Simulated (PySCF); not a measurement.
These 2 structures share the formula C2H5NO2Si. Level of theory: PBE0-D3(BJ)/def2-SVP geometry optimisation, gas phase (PySCF). One conformer each; no zero-point energy, no entropy. No frequencies were run at this level. Point groups hold within 0.08 Å.

Task: Order them by energy at this level, lowest first, and give relative energies in kcal/mol.
A. `[O:1]=[CH:2]/[CH:3]=[N:4]\[SiH2:5][OH:6]` with O1–C2–C3–N4 3°, C3–N4–Si5–O6 171°, N4–Si5–O6–H 36°
B. `[NH2:1][C:2](=[O:3])[SiH2:4][CH:5]=[O:6]` with H–N1–C2–O3 1° and 178°, N1–C2–Si4–C5 8°, C2–Si4–C5–O6 -9°

Result: A (0.0), B (15.1).

As drawn, the lower has a C=N bond, an O–H bond and an Si–O bond, which the higher lacks; the higher has an N–H bond, a C(=O)–N unit and an Si–C bond, which the lower lacks.

```
         SMILES      E (Eh)  E rel (kcal/mol)  dipole (D)  point group     A, B, C (MHz)
O=C/C=N\[SiH2]O  -573.19157               0.0        3.27            –  7173, 1815, 1480
NC(=O)[SiH2]C=O  -573.16750              15.1        2.51      near Cs  4939, 2087, 1495
```

Task: How do the relative energies change in single points at B3LYP/pcSseg-2 (no added dispersion term) on the same geometries?

Result: 
```json
{"SMILES": "O=C/C=N\\[SiH2]O", "PBE0-D3(BJ)/def2-SVP (kcal/mol)": "0.0", "B3LYP/pcSseg-2 (kcal/mol)": "0.0", "shift": "0.0"}
{"SMILES": "NC(=O)[SiH2]C=O", "PBE0-D3(BJ)/def2-SVP (kcal/mol)": "15.1", "B3LYP/pcSseg-2 (kcal/mol)": "23.7", "shift": "+8.6"}
```

Each column counts from its own lowest isomer. The order is unchanged; the largest shift is 8.6 kcal/mol.
